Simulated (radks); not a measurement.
Radial electron density D(r) = 4 pi r^2 rho(r) of an atom or ion with 10 electrons. All-electron calculation, Dirac Kohn-Sham, PBEsol, spin-unpolarised, spherical densities, finite nucleus; Fermi nuclear charge, rms radius of each element as measured or else 0.836 A^(1/3) + 0.57 fm. Program: a radial shooting solver on a logarithmic mesh with Libxc functionals.

```
   r/bohr * D(r) (the largest magnitude, 43.8, reaches the edge; | marks zero)
 0.002731 |*
 0.003389 | *
  0.00424 |  *
 0.005263 |   *
 0.006531 |     *
 0.008171 |        *
  0.01014 |           *
  0.01269 |              *
  0.01575 |                  *
   0.0197 |                      *
  0.02445 |                         *
  0.03059 |                           *
  0.03796 |                           *
   0.0475 |                           *
  0.05895 |                           *
  0.07375 |                               *
  0.09153 |                                       *
   0.1136 |                                                *
   0.1421 |                                                      *
   0.1764 |                                                  *
   0.2207 |                                   *
   0.2739 |                   *
   0.3426 |        *
   0.4252 |    *
    0.532 |  *
   0.6603 | *
    0.826 *
    1.025 *
    1.283 *
```

What is the nuclear charge?

Answer. Z = 32. The innermost maximum, from 1s, lies near gamma/Z bohr with gamma = sqrt(1 - (Z/c)^2) = 0.972, here 0.0304 bohr (found: 0.0356), and its height grows with Z. The density is that of the germanium ion Ge22+ in 1s1 2s2 2p6 3s1; the configuration itself is not fixed sharply by these data, and Z only to about a unit. D(r) has 2 maxima, at r = 0.0356, 0.146 bohr, and minima at 0.0515 bohr, inside which lie 0.87 electrons.
